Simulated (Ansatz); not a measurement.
Reaction (formal exchange of groups at a B–Si bond): `CB(N)[SiH2]C#N` + `CC#N` → `CB(C)N` + `N#C[SiH2]C#N`

Gas-phase electronic energies from Ansatz, PBE0-D4/def2-TZVP geometries. CCSD(T)/CBS is the MP2 limit (def2-TZVPP, def2-QZVPP) plus CCSD(T) − MP2 in def2-TZVPP, frozen cores. This one scheme is used for every species. DFT in def2-TZVPP. B3LYP here is the variant with VWN-RPA as its local correlation; programs differ in this. One conformer a species, not always the lowest.

`CB(N)[SiH2]C#N`:

Cartesian coordinates in Å:
```
C 0.072 -1.460 0.857
B -0.366 0.004 0.509
N -0.910 0.852 1.465
Si -0.148 0.723 -1.376
C 1.628 0.516 -1.877
N 2.741 0.363 -2.135
H -0.098 -1.730 1.904
H 1.137 -1.602 0.640
H -0.455 -2.187 0.231
H -1.048 0.568 2.423
H -1.187 1.803 1.289
H -0.440 2.174 -1.533
H -0.927 -0.024 -2.399
```

`CC#N`:

Cartesian coordinates in Å:
```
C 0.324 0.138 -0.336
C -0.641 -0.273 0.663
N -1.407 -0.599 1.456
H 0.040 1.104 -0.757
H 1.314 0.228 0.114
H 0.369 -0.598 -1.140
```

`CB(C)N`:

Cartesian coordinates in Å:
```
C 0.251 0.110 1.468
B 0.157 0.022 -0.105
C -1.224 -0.247 -0.818
N 1.312 0.186 -0.876
H 1.259 0.301 1.847
H -0.404 0.900 1.850
H -0.107 -0.818 1.927
H -1.955 0.523 -0.548
H -1.166 -0.282 -1.909
H -1.655 -1.195 -0.477
H 2.219 0.359 -0.477
H 1.313 0.141 -1.881
```

`N#C[SiH2]C#N`:

Cartesian coordinates in Å:
```
N -1.275 1.442 -1.880
C -0.785 0.957 -0.957
Si -0.018 0.216 0.541
C 0.817 -1.335 0.010
N 1.347 -2.310 -0.297
H 0.993 1.147 1.074
H -1.077 -0.116 1.510
```

CCSD(T)/CBS gives -9.3 kcal/mol.

(1) Another level gave -9.1 kcal/mol. Which?
A. B3LYP/def2-TZVPP
B. PBE/def2-TZVPP
C. B2PLYP/def2-TZVPP
D. SCS-MP2/def2-TZVPP

Largest T1 diagnostic among the species: 0.014.

Answers

(1) C. B2PLYP -9.1, PBE -4.8, B3LYP -7.8, SCS-MP2/def2-TZVPP -10.8 kcal/mol.
